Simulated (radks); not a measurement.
The numbers below are computed, except where a source is named.
Problem. C2+, configuration 1s1 2s2 3d1 (not the ground configuration). Level of theory: Dirac Kohn-Sham, B86b exchange with PBE correlation, spin-unpolarised, spherical densities, finite nucleus; open shells fill j = l - 1/2 first; Fermi nuclear charge, rms radius 2.4702 fm (a radial shooting solver on a logarithmic mesh with Libxc functionals).

Spin-orbit splittings of the eigenvalues, e(l+1/2) - e(l-1/2), with zeta = 2 splitting/(2l+1) and mean radii in bohr:

shell  occ.  splitting (eV)  zeta (eV)  <r> j=l-1/2  <r> j=l+1/2
2p        0               ?          ?        1.060        1.061
3d        1       0.0008695  0.0003478        3.138        3.139

Estimate the 2p splitting.

Solution. 0.03076 eV (zeta = 0.02051 eV).
